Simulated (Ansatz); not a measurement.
System: AlBr2, charge 1, singlet. AlBr2+ (SMILES [Br][Al+][Br]).
B3LYP-D3(BJ)/def2-TZVP minimum from Ansatz (a program for electronic structure):
```
Al
Br 1 2.1564
Br 1 2.1564 2 180.00
```
Charge +1, spin multiplicity 1.

Total energies in def2-TZVPP, 16 correlated electrons, 33 frozen orbitals. UHF or UKS for unpaired electrons; spin-orbit terms are left out. Cores are frozen in correlated methods (noble-gas shells, and filled d and f shells in the p block). No relativity. Spin-orbit terms, left out, reach several kcal/mol for Br and I, and more for heavier atoms. The spin of AlBr2+ ([Br][Al+][Br], singlet) was assumed, and the state is the lowest solution found for it.

| method | program | energy (Eh) | minus CCSDT(Q) (mEh) |
|---|---|---|---|
| HF | Ansatz | -5386.60892 | 411.34 |
| MP2 | Ansatz | -5386.97135 | 48.91 |
| CCSD | Ansatz | -5387.00109 | 19.17 |
| CCSD(T) | Ansatz | -5387.01839 | 1.87 |
| CCSDT(Q) | Ansatz | -5387.02026 | 0.00 |

Rough core times of Ansatz's runs on a shared machine: CCSD(T) under 20 s, CCSDT(Q) 20 min.
